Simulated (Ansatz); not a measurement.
Consider the hydrogenolysis of the Si–F bond: `F[Si]1([SiH3])[CH2][AlH]1` + H₂ → `[SiH3][SiH]1[CH2][AlH]1` + H–F.

Gas-phase electronic energies from Ansatz, PBE0-D4/def2-TZVP geometries. CBS: MP2 limit from def2 TZ/QZ plus the TZ coupled-cluster correction, frozen cores. This one scheme is used for every species.

```csv
level,ΔE (kJ/mol)
CCSD/def2-TZVPP,92.1
MP2/def2-QZVPP,100.4
```

(1) What does CCSD(T)/CBS give? (Best estimate.)

Largest T1 diagnostic among the species: 0.014.

Answers

(1) The calculation gave: +96.8 kJ/mol. The listed levels differ from it by -4.7, 3.6 kJ/mol.

From PBE to PBE0 (25 % exact exchange), in def2-TZVPP and without D4, ΔE moves by −5.2 kJ/mol.
